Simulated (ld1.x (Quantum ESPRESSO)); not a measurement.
**What the settings do to the PAW potential of Pt (Z = 78)**

Base potential:

```json
{
 "Element": "Pt (Z = 78)",
 "Generator": "ld1.x (Quantum ESPRESSO) 7.5",
 "Type": "PAW",
 "Functional": "PBE",
 "Relativity": "scalar-relativistic",
 "Frozen core": "[Kr] 4d10 4f14",
 "Valence charge": "18",
 "Reference configuration": "5s2 5p6 5d8 6s0 6p0 (charge +2)",
 "Partial waves": "5s (bound): rcut 1.20, rcutus 1.50 bohr; 6s (bound, empty): rcut 1.20, rcutus 1.50 bohr; 5p (bound): rcut 1.60, rcutus 2.25 bohr; 6p (bound, empty): rcut 1.60, rcutus 2.25 bohr; 5d (bound): rcut 1.40, rcutus 1.55 bohr; 5d channel at 1.95 Ry: rcut 1.40, rcutus 1.55 bohr; 5f channel at -0.15 Ry: rcut 2.00, rcutus 2.15 bohr; 5f channel at 2 Ry: rcut 2.00, rcutus 2.15 bohr",
 "Local potential": "all-electron potential smoothed inside 1.90 bohr (lloc = -1)",
 "Core correction": "Bessel-smoothed model core inside 1.50 bohr",
 "Augmentation charge": "PSQ, inside the norm-conserving radii"
}
```

Cutoffs, loose and tight: the cutoffs (Ry, on a coarse ladder) from which the occupation-weighted sum of valence levels, in a spherical-Bessel basis at the reference potential, stays within 10 and 1 mRy of its value at 400 Ry. They do not see the model core or the augmentation charge, which bear on the density cutoff. Test errors are all-electron minus pseudo excitation energies from the reference, over the configurations 5s2 5p6 5d9 6s1 6p0; 5s2 5p6 5d9 6s0 6p0; 5s2 5p6 5d7 6s0 6p0; 5s2 5p6 5d9 6s0 6p1; 5s2 5p6 5d9.5 6s0.5 6p0; 5s2 5p6 5d6 6s0 6p0; 5s2 5p6 5d9 6s0.5 6p0. A dash means not determined; rows that change the core or the reference have their own tests.

Cutoffs are not given where the Bessel-basis levels miss the radial ones by over 6 mRy, ghosts where they miss by over 20 mRy; a channel whose overlap is not positive is not tested.

A file whose overlap is not positive is unfit for use, and its test errors describe a broken file.

```tsv
change	outcome	cutoff, loose	cutoff, tight	bound ghosts	largest test error (meV)
base	generated, overlap not positive	–	–	not determined (overlap not positive)	-49
waves 5d (bound): rcut 1.40, rcutus 1.68 bohr; 5d channel at 1.95 Ry: rcut 1.40, rcutus 1.68 bohr	generated, overlap not positive	–	–	not determined (overlap not positive)	test run stopped at test 1 of 7 (negative rho)
wave 5d channel at 1.95 Ry: rcut 1.40, rcutus 1.55 bohr becomes 5d channel at 0.24 Ry: rcut 1.40, rcutus 1.55 bohr	generated, overlap not positive	–	–	not determined (overlap not positive)	-49
functional PBEsol	generated, overlap not positive	–	–	not determined (overlap not positive)	-48
core correction Bessel-smoothed model core inside 1.38 bohr	generated, overlap not positive	–	–	not determined (overlap not positive)	-49
augmentation BESSEL, radius 1.10 bohr	generated, overlap not positive	–	–	not determined (overlap not positive)	-48
local potential all-electron potential smoothed inside 1.20 bohr (lloc = -1)	generated, overlap not positive	–	–	not determined (overlap not positive)	test run stopped at test 1 of 7 (negative rho)
waves 5s (bound): rcut 0.98, rcutus 1.04 bohr; 6s (bound): rcut 0.98, rcutus 1.04 bohr	generated, overlap not positive	–	–	not determined (overlap not positive)	-47
```

(1) What comes out with this change to the base: local potential all-electron potential smoothed inside 2.56 bohr (lloc = -1)?

(2) What comes out with this change to the base: all radii but the core radius scaled by about 1.32 (s 1.98, p 2.98, d 2.06, f 2.84 bohr, rcut 1.58/2.12/1.86/2.64); local potential all-electron potential smoothed inside 2.52 bohr (lloc = -1)?

## Answers

(1) outcome: generated; cutoff, loose: 45 Ry; cutoff, tight: 80 Ry; bound ghosts: none; largest test error (meV): -43.

(2) outcome: generated; cutoff, loose: 30 Ry; cutoff, tight: 45 Ry; bound ghosts: none; largest test error (meV): test run stopped at test 1 of 7 (negative rho).
